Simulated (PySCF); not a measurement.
Computed IR spectrum (relative IR intensity) of a molecule C5H15NSi. Coordinates come from a PBE0-D3(BJ)/def2-SVP optimisation. The values are those of a single conformer. Level of theory: PBE0-D3(BJ)/def2-SVP (PySCF 2.14.0). Frequencies are harmonic and unscaled.

ν (cm⁻¹): 308 (w), 678 (w), 682 (vw), 751 (w), 767 (w), 851 (vs), 869 (vs), 1032 (s), 1256 (m), 1258 (w), 1266 (w), 1272 (s), 1317 (m), 1433 (vw), 1452 (vw), 1464 (w), 1482 (w), 2964 (m), 2970 (s), 3034 (s), 3042 (vw), 3047 (vw), 3054 (vw), 3143 (m), 3149 (w), 3154 (w), 3163 (w) (against the strongest line: vs over 80 %, s over 45 %, m over 15 %, w over 4 %, vw less)

Q: Which molecule gave these data?
A. C[SiH2]N(C)C(C)C
B. C[SiH2]NC(C)(C)C
C. CN(C)[Si](C)(C)C
D. CC(C)C[Si@H](C)N

A: C, CN(C)[Si](C)(C)C
